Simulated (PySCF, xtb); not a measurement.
C₃H₃F₃, SMILES F[C@H]1CC1(F)F.

GFN2-xTB (xtb 6.7.1) at its own geometry gives an orbital gap of 9.30 eV and a dipole moment of 2.94 D.

Geometry optimised at r2SCAN-D4/def2-SVP. The structure was generated by enumeration; whether it is a known compound was not checked.

**Question.** What does PySCF with M06-2X/def2-TZVP give? (An estimate is asked for; the answer gives what the named calculation found.)

**Answer.** gap 11.68 eV (levels -9.95 and 1.73 eV), dipole 2.33 D.
